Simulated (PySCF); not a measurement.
[(Cl)2Al]2O.
Bonds: Al1–Cl2, Al1–Cl3, Al1–O4, O4–Al5, Al5–Cl6, Al5–Cl7.

Computed by this run: PySCF, PBE0-D3(BJ)/def2-SVP geometry optimisation, gas phase; density fitting, grid level 1; the optimiser is geomeTRIC in internal coordinates, started from a GFN2-xTB structure with every atom displaced at random (about 0.03 Å).

Step 0: E = -65295.9294 eV
```
atom  x, y, z in Å  |  force x, y, z in eV/Å
Al1    -1.3429   -0.9369    0.3794    1.156   3.864  -3.198
Cl2    -3.0815   -0.3839   -0.6828    0.335  -0.288   0.281
Cl3    -1.2792   -2.2622    1.7900    0.023  -2.410   2.441
O4      0.0917    0.0127   -0.0266   -4.562  -3.040   1.321
Al5     1.3939    0.8403   -0.4055    1.246   1.886   0.556
Cl6     2.5651    0.0922   -1.8272    1.496  -0.578  -1.564
Cl7     1.7448    2.5357    0.7041    0.305   0.567   0.163
```

Step 1: E = -65296.4953 eV
```
atom  x, y, z in Å  |  force x, y, z in eV/Å
Al1    -1.3642   -0.8832    0.4004    0.215   1.209  -1.150
Cl2    -3.1117   -0.4216   -0.6496    0.085  -0.093   0.091
Cl3    -1.3723   -2.3180    1.8203    0.016  -0.820   0.848
O4      0.0408   -0.0222   -0.0073   -0.840  -0.785   0.229
Al5     1.4246    0.8021   -0.4075    0.030   0.562   0.315
Cl6     2.7061    0.1920   -1.8889    0.351  -0.178  -0.337
Cl7     1.7686    2.5489    0.6640    0.144   0.105   0.004
```

Step 2: E = -65296.5600 eV
```
atom  x, y, z in Å  |  force x, y, z in eV/Å
Al1    -1.3684   -0.8707    0.3679   -0.264   0.147  -0.250
Cl2    -3.1384   -0.4698   -0.6512    0.002  -0.030  -0.009
Cl3    -1.3547   -2.3336    1.8180    0.025  -0.229   0.249
O4      0.0103   -0.0059   -0.0161    0.224   0.085  -0.050
Al5     1.4072    0.8486   -0.3953   -0.056   0.058   0.182
Cl6     2.6870    0.1505   -1.8711    0.084   0.021  -0.044
Cl7     1.8490    2.5789    0.6793   -0.016  -0.053  -0.078
```

**Question.** Estimate the geometry and energy of step 3. (The exact step hangs on the optimiser's Hessian estimate; all steps are aligned on step 2, rigid shifts and turns removed.)

**Answer.** E = -65296.5670 eV, largest force 0.172 eV/Å
```
atom  x, y, z in Å  |  force x, y, z in eV/Å
Al1    -1.3798   -0.8725    0.3587   -0.075   0.048  -0.050
Cl2    -3.1564   -0.4725   -0.6460    0.009  -0.022  -0.022
Cl3    -1.3591   -2.3340    1.8316    0.016  -0.036   0.037
O4      0.0102   -0.0122   -0.0218    0.161   0.037  -0.047
Al5     1.4160    0.8403   -0.3874   -0.096  -0.018   0.059
Cl6     2.7064    0.1717   -1.8762   -0.003   0.019   0.051
Cl7     1.8545    2.5771    0.6726   -0.012  -0.029  -0.028
```

The energy changes by -0.0070 eV. The first-order estimate −F·Δx gives -0.0114 eV and the mean of the old and new forces, exact on a quadratic surface, -0.0065 eV. The step makes an angle of 66° with the force vector and moves no atom by more than 0.029 Å.

The cost below is that of the whole optimisation. Hardware: an Intel Xeon at 2.60 GHz with one thread, no GPU (shared host). Cost: 55 s, 0.54 GiB resident at most.
